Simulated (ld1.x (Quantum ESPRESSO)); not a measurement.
**Ti, TM: configuration errors across variants**

| Item | Value |
| --- | --- |
| Element | Ti (Z = 22) |
| Generator | ld1.x (Quantum ESPRESSO) 7.5 |
| Type | norm-conserving Troullier–Martins (Kleinman–Bylander form) |
| Functional | PBE |
| Relativity | scalar-relativistic |
| Frozen core | [Ar] |
| Valence charge | 4 |
| Reference configuration | 3d2 4s1 4p0 (charge +1) |
| Partial waves | 4s (bound): rc 2.30 bohr; 3d (bound): rc 1.55 bohr; 4p (bound, empty): rc 2.50 bohr |
| Local potential | the p channel |
| Core correction | none |

All-electron excitation energies from the reference (eV): (1) 3d2 4s2 4p0 -7.347; (2) 3d2 4s0 4p0 13.572; (3) 3d1 4s0 4p0 40.521; (4) 3d3 4s0 4p0 0.048; (5) 3d2 4s1.5 4p0 -4.410; (6) 3d2 4s1 4p1 -4.271; (7) 3d2 4s0 4p1 3.776.

1 further variants failed, have other tests or too few solved ones, and are left out.

A true bound ghost makes a file unfit for plane-wave use even where its test errors are small: the radial tests pick states by their node count and pass the ghost by.

Errors AE − PS in meV (a dash: test not solved or not reliable):

```tsv
change	(1)	(2)	(3)	(4)	(5)	(6)	(7)	bound ghosts
base	+17	+152	+164	-168	+7.7	+8.4	+23	s
wave 3d (bound): rc 1.55 bohr becomes 3d (bound): rc 1.22 bohr	+17	+151	+130	-187	+7.6	+8.4	+23	s
wave 3d (bound): rc 1.55 bohr becomes 3d (bound): rc 1.50 bohr	+17	+152	+159	-171	+7.7	+8.4	+23	s
wave 3d (bound): rc 1.55 bohr becomes 3d (bound): rc 1.68 bohr	+17	+152	+185	-157	+7.8	+8.5	+23	s
wave 3d (bound): rc 1.55 bohr becomes 3d (bound): rc 1.88 bohr	+18	+152	+234	-128	+7.8	+8.6	+23	s
wave 3d (bound): rc 1.55 bohr becomes 3d (bound): rc 1.98 bohr	+18	+151	+260	-113	+7.9	+8.7	+22	s
wave 3d (bound): rc 1.55 bohr becomes 3d (bound): rc 2.16 bohr	+18	+150	+307	-85	+7.9	+8.8	+22	s
wave 3d (bound): rc 1.55 bohr becomes 3d (bound): rc 2.34 bohr	+19	+145	+388	-37	+7.9	+9.0	+21	s
```

(1) Give the same row for: wave 3d (bound): rc 1.55 bohr becomes 3d (bound): rc 1.36 bohr.

## Answers

(1) +17, +151, +141, -181, +7.6, +8.4, +23; bound ghosts: s.
